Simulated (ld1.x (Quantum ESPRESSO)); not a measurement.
# La: RRKJ pseudisation with PBEsol, scalar-relativistic reference atom.

ld1.x (Quantum ESPRESSO) 7.5 input, shortened:

```
&input
   title='La', zed=57., rel=1, dft='PBESOL', iswitch=3,
   config='[Xe] 4f0 5d1 6s1.5 6p0'
 /
 &inputp
   pseudotype=2, tm=.false., rho0=0.01, lloc=0,
   nlcc=.true., new_core_ps=.true.
 /
4
5P  2  1   6.00   0.00  2.55  2.55  0.0
5D  3  2   1.00   0.00  3.90  3.90  0.0
4F  4  3   0.00   0.00  1.60  1.60  0.0
6S  1  0   1.50   0.00  2.80  2.80  0.0
 &test
   configts(1)='4f0 5p6 5d1 6s1.5 6p0'
 /
```

What the tests gave:

```json
{"Cutoffs needed": "18 Ry and 30 Ry (the cutoffs (Ry, on a coarse ladder) from which the occupation-weighted sum of valence levels, in a spherical-Bessel basis at the reference potential, stays within 10 and 1 mRy of its value at 400 Ry) The cutoffs count occupied waves only; the empty 4f level needs 80 Ry at the loose tolerance.", "Ghost test": "no extra level below or beside the all-electron valence levels (p, d, f, s tested) (spherical-Bessel basis up to 400 Ry, 20 bohr box)", "Largest excitation error": "-419 meV (all-electron minus pseudo) for 4f1 5p6 5d1 6s0 6p0, out of 7 test configurations"}
```

Generation and tests took about 1.9 s on one core of a shared server CPU.
